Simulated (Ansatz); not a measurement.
Species: sum formula H3SiO, charge 0, multiplicity 2. It need not be the lowest isomer of its formula. SMILES: [O][SiH3]
Coordinates optimised at B3LYP-D3(BJ)/def2-TZVP (Ansatz, an electronic-structure program):
```xyz
5

O      1.1629    -0.2024    -0.0914
Si    -0.4678     0.0693     0.0351
H     -1.0706    -0.6117     1.2040
H     -1.2030    -0.2867    -1.2002
H     -0.4806     1.5469     0.2355
```
Charge 0, spin multiplicity 2.

Wanted: vertical electron affinity (to the singlet state of charge -1; a negative value means that the extra electron is unbound and the number depends on the basis; each state is the SCF solution reached for its spin), in eV. Cores are frozen in the correlated levels unless marked. UHF or UKS for open shells. No spin-orbit coupling. Non-relativistic. Anions need diffuse functions: aug- sets have them; def2-D sets add few. CBS(X,Y): correlation extrapolated as X^-3; Hartree-Fock from the larger set. The bracket is a focal-point correction in the basis named.

| level | program | vertical electron affinity (eV) |
|---|---|---|
| B3LYP/def2-TZVPD | Ansatz | 2.72 |
| BHLYP/def2-TZVPD | Ansatz | ? |
| RI-MP2/CBS(aug-cc-pV(T+d)Z,aug-cc-pV(Q+d)Z)+[CCSD(T)-MP2]/aug-cc-pV(T+d)Z | Ansatz | ? |

Task: Complete the blanks.

Result: 
- BHLYP/def2-TZVPD, vertical electron affinity (eV): 2.27
- RI-MP2/CBS(aug-cc-pV(T+d)Z,aug-cc-pV(Q+d)Z)+[CCSD(T)-MP2]/aug-cc-pV(T+d)Z, vertical electron affinity (eV): 2.90
